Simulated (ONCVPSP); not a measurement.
## Cu: one change to an ONCV potential, before and after

copper, optimised norm-conserving Vanderbilt (ONCV), made with ONCVPSP 4.0.1 (LDA (Perdew-Wang 92), fully relativistic). Core [Ne], reference 3s2 3p6 3d9 4s2. Waves: 3s+4s: rc 1.05 bohr, ncon 3, nbas 7, qcut 9.9 1/bohr, 3 projectors, debl 1.9 Ha; 3p: rc 0.75 bohr, ncon 4, nbas 7, qcut 12.7 1/bohr, 1 projector; 3d: rc 1.05 bohr, ncon 4, nbas 9, qcut 13.4 1/bohr, 2 projectors, debl 1.5 Ha. Local part: polynomial inside 0.60 bohr (lpopt 5, dvloc0 0 Ha). Core correction: Teter function, fcfact 4.75, rcfact 1.75.

Open shells are filled in proportion to 2j + 1.

Change: s: qcut 12.6.

Cutoffs: the cutoffs (Ha) at which the residual kinetic energy of the hardest occupied pseudo-wave falls to 1 and 0.1 mHa per electron; they do not see the model core or the augmentation charge, which bear on the density cutoff. Errors are all-electron minus pseudo energies relative to the spin-unpolarised reference configuration.

Q: What does the change do?

A: The potential gets neither clearly harder nor softer (78 Ha and 214 Ha → 78 Ha and 214 Ha); the d channel sets the loose cutoff, while the largest relative change is in s, which becomes harder; the errors of the 4 common tests hardly move; neither file shows a bound ghost.

| quantity | base | changed |
| --- | --- | --- |
| cutoff, loose | 78 Ha | 78 Ha |
| cutoff, tight | 214 Ha | 214 Ha |
| loose cutoff by channel | s 38 Ha, p 73 Ha, d 78 Ha | s 54 Ha, p 73 Ha, d 78 Ha |
| bound ghosts | none | none |
| GHOST(+) flags under 300 eV | none | none |
| error for 3s2 3p6 3d10 4s1, meV [ΔE -2.01 eV] | +3.4 | +3.7 |
| error for 3s2 3p6 3d10 4s0, meV [ΔE 6.42 eV] | +11 | +12 |
| error for 3s2 3p6 3d9 4s0, meV [ΔE 28.11 eV] | +4.3 | +4.7 |
| error for 3s2 3p6 3d10 4s0.5, meV [ΔE 1.29 eV] | +7.1 | +7.5 |
| s: phases at 1.06 bohr within 0.05 rad from the reference energy up to (Ha; the scan ends near 5) | to the end of the scan | to the end of the scan |
| p3/2: phases at 0.76 bohr within 0.05 rad from the reference energy up to (Ha; the scan ends near 5) | to the end of the scan | to the end of the scan |
| p1/2: phases at 0.76 bohr within 0.05 rad from the reference energy up to (Ha; the scan ends near 5) | to the end of the scan | to the end of the scan |
| d5/2: phases at 1.06 bohr within 0.05 rad from the reference energy up to (Ha; the scan ends near 5) | to the end of the scan | to the end of the scan |
| d3/2: phases at 1.06 bohr within 0.05 rad from the reference energy up to (Ha; the scan ends near 5) | to the end of the scan | to the end of the scan |
| rms error of d²Exc/dni dnj with the model core, mHa | 4.08 | 4.28 |
